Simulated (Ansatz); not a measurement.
Consider the hydrogenolysis of a C–F bond: `C[SiH2]C(F)Br` + H₂ → `C[SiH2]CBr` + H–F.

Program: Ansatz. Geometries: PBE0-D4/def2-TZVP. ΔE: electronic, gas phase. CCSD(T)/CBS is the MP2 limit (def2-TZVPP, def2-QZVPP) plus CCSD(T) − MP2 in def2-TZVPP, frozen cores. This one scheme is used for every species. For Br outer-core shells are correlated without core-valence functions, which leaves a few kJ/mol of doubt a bond. Scalar relativity is left out up to krypton. Each species was taken in one conformer, which may not be the lowest.

```
             level  ΔE (eV)
CCSD(T)/def2-TZVPP    -1.26
    MP2/def2-QZVPP    -1.34
```

(1) What does CCSD(T)/CBS give? (Best estimate.)

Largest T1 diagnostic among the species: 0.010.

Answers

(1) Ansatz gave: -1.28 eV. The listed levels differ from it by 0.02, -0.06 eV.

From PBE to PBE0 (25 % exact exchange), in def2-TZVPP and without D4, ΔE moves by −0.13 eV.
